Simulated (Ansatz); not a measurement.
Input file for Ansatz (a first-principles code): R-CCSD(T)/aug-cc-pV(D+d)Z on N2 (SMILES N#N) with ghost functions, monomers drawn apart or pushed together. Files ending in .json are basis or fitting sets from the Basis Set Exchange.

Ansatz 0.2 input:
```yaml
crystal:
  periodic: [false, false, false]
  atoms:
    - {symbol: N, position_ang: [1.20011498, -0.04338340, 0.93901748]}
    - {symbol: N, position_ang: [0.82041372, 0.05478646, -0.07873401]}
basis:
  gaussian:
    orbitals: aug-cc-pV_D+d_Z.json
    ghost_atoms:
      - {symbol: C, position_ang: [0.97914902, -0.20819415, 4.35487094]}
      - {symbol: Si, position_ang: [-0.69166423, 0.10982886, 3.56567843]}
      - {symbol: H, position_ang: [1.75750448, -0.28116518, 3.59409596]}
      - {symbol: H, position_ang: [0.96916835, -1.14052893, 4.92239632]}
      - {symbol: H, position_ang: [1.24572022, 0.60005047, 5.03833165]}
      - {symbol: H, position_ang: [-0.67655180, 1.37712050, 2.79496337]}
      - {symbol: H, position_ang: [-1.74907105, 0.20978227, 4.60162957]}
      - {symbol: H, position_ang: [-1.05358320, -0.99033428, 2.63889960]}
magnetization: {spin_polarized: false}
correlation: {method: ccsd_t, electrons: outside_noble_gas}
scf: {lower_state_search: off}
```

The head of its log:

```
Functional definition: HF
[...]
these checks for a lower state are left out or cut short: stability, starts, cluster_reference, orbital_swaps, neighbouring_geometries, increment
integrals: 0.39 GiB planned
1262 factors; integrals over basis functions are off by at most 1.3e-3 eV
mean field: 0.31 GiB planned
mean field evaluation 1: about -2964.6868 eV, gradient 1.0e1 eV
mean field evaluation 2: about -2964.6932 eV, gradient 1.0e1 eV
mean field evaluation 4: about -2964.9987 eV, gradient 3.8e-1 eV
mean field evaluation 8: about -2964.9992 eV, gradient 2.3e-5 eV
mean field -2964.99916383 eV, -108.9617095220 hartree, gradient 5.8e-7 eV, S^2 0.000000; 0 other end points of the search recorded, 0 dependent functions left out
2 core orbitals not correlated
reference -2964.99916383 eV, -108.9617095220 hartree; 5, 5 occupied and 148, 148 virtual orbitals, 1262 factors
```

Predict the final total energy.

-109.2940 hartree (reference determinant -108.9617, T1 diagnostic 0.013).
